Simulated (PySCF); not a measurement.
Bi(Me)2(TeH), SMILES [Bi]([CH3])([TeH])[CH3], singlet, PBE0/def2-SVP optimised geometry.

```
11

Bi    -0.86     1.44     0.00
C     -2.39     1.60    -1.67
H     -1.92     1.32    -2.62
H     -2.74     2.64    -1.73
H     -3.24     0.94    -1.47
C     -2.45     1.59     1.62
H     -2.01     1.30     2.58
H     -3.29     0.93     1.38
H     -2.80     2.63     1.67
Te    -0.81    -1.44     0.00
H      0.86    -1.44     0.00
```

Density from PBE0/def2-TZVP, def2 effective core potentials past Kr run with PySCF at that geometry. The core electrons that the potentials of Bi, Te replace are not part of the density.

Minimum of the electron density along straight lines between bonded atoms, close to the bond critical point (lines longer than 1.1 times the sum of covalent radii, or with two minima, are not listed):

```json
[
 {"bond": "Bi1–C2", "length / Å": "2.276", "ρ at the minimum / e bohr⁻³": "0.097", "∇²ρ there / e bohr⁻⁵": "0.07", "position (fraction from the first atom)": "0.53"},
 {"bond": "C2–H3", "length / Å": "1.098", "ρ at the minimum / e bohr⁻³": "0.271", "∇²ρ there / e bohr⁻⁵": "-0.90", "position (fraction from the first atom)": "0.64"},
 {"bond": "C2–H4", "length / Å": "1.100", "ρ at the minimum / e bohr⁻³": "0.269", "∇²ρ there / e bohr⁻⁵": "-0.89", "position (fraction from the first atom)": "0.64"},
 {"bond": "C2–H5", "length / Å": "1.098", "ρ at the minimum / e bohr⁻³": "0.271", "∇²ρ there / e bohr⁻⁵": "-0.90", "position (fraction from the first atom)": "0.64"},
 {"bond": "Bi1–C6", "length / Å": "2.276", "ρ at the minimum / e bohr⁻³": "0.097", "∇²ρ there / e bohr⁻⁵": "0.07", "position (fraction from the first atom)": "0.53"},
 {"bond": "C6–H7", "length / Å": "1.098", "ρ at the minimum / e bohr⁻³": "0.271", "∇²ρ there / e bohr⁻⁵": "-0.90", "position (fraction from the first atom)": "0.64"},
 {"bond": "C6–H8", "length / Å": "1.098", "ρ at the minimum / e bohr⁻³": "0.271", "∇²ρ there / e bohr⁻⁵": "-0.90", "position (fraction from the first atom)": "0.64"},
 {"bond": "C6–H9", "length / Å": "1.100", "ρ at the minimum / e bohr⁻³": "0.269", "∇²ρ there / e bohr⁻⁵": "-0.89", "position (fraction from the first atom)": "0.64"},
 {"bond": "Bi1–Te10", "length / Å": "2.872", "ρ at the minimum / e bohr⁻³": "…", "∇²ρ there / e bohr⁻⁵": "0.02", "position (fraction from the first atom)": "0.48"},
 {"bond": "Te10–H11", "length / Å": "1.666", "ρ at the minimum / e bohr⁻³": "…", "∇²ρ there / e bohr⁻⁵": "…", "position (fraction from the first atom)": "0.63"}
]
```

Question: Fill in the missing entries.

Answer: 
- Bi1–Te10, ρ at the minimum / e bohr⁻³: 0.058
- Te10–H11, ρ at the minimum / e bohr⁻³: 0.133
- Te10–H11, ∇²ρ there / e bohr⁻⁵: -0.04
